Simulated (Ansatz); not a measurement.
**Ligand exchange: GaBr + C2H5ClMg → GaCl + C2H5BrMg**

Species: GaBr, singlet; C2H5ClMg `C[CH2][Mg][Cl]`, singlet; GaCl, singlet; C2H5BrMg `C[CH2][Mg][Br]`, singlet. The partners trade Br for Cl: Ga–Br and Mg–Cl bonds give way to Ga–Cl and Mg–Br.

Shapes, held fixed at every level: PBE0-D4/def2-TZVP. Programs: Ansatz 0.2.0. The zero-point and thermal change to 298 K, harmonic and unscaled (PBE0-D4/def2-TZVP), is -0.1 kJ/mol.

| level | kind | ΔH(298 K) (kJ/mol) | less CCSD(T)/def2-TZVPP | CPU time (sum over the molecules) |
| --- | --- | --- | --- | --- |
| SPW92/def2-TZVPP | LDA | +1.0 | +0.2 | 11 s |
| B3LYP-D4/def2-TZVPP | global hybrid | +3.6 | +2.8 | 32 s |
| BHLYP-D4/def2-TZVPP | global hybrid | +2.5 | +1.7 | 22 s |
| wB97X-V/def2-TZVPP | range-separated hybrid | -0.1 | -0.9 | 53 s |
| B2PLYP/def2-TZVPP | double hybrid | +1.6 | +0.8 | 35 s |
| MP2/def2-TZVPP | perturbation theory | +0.9 | +0.1 | – |
| CCSD/def2-TZVPP | coupled cluster or CI | +0.7 | -0.1 | – |
| CCSD(T)/def2-TZVPP | coupled cluster or CI | +0.8 | 0.0 | 9.5 min |

The highest level, CCSD(T)/def2-TZVPP, gives ΔH(298 K) = +0.8 kJ/mol; the levels span -0.1 to +3.6. That is about zero within the method's error. They disagree on the sign: 7 of 8 are positive. The column of differences is taken from that level and isn't an error. No measured value is set beside it here. Relativity is left out for Br, Ga. Outer-core shells of Br, Ga, Mg are correlated, in sets that cover them unevenly. Times are processor times on shared x86 and Arm servers, and rough.
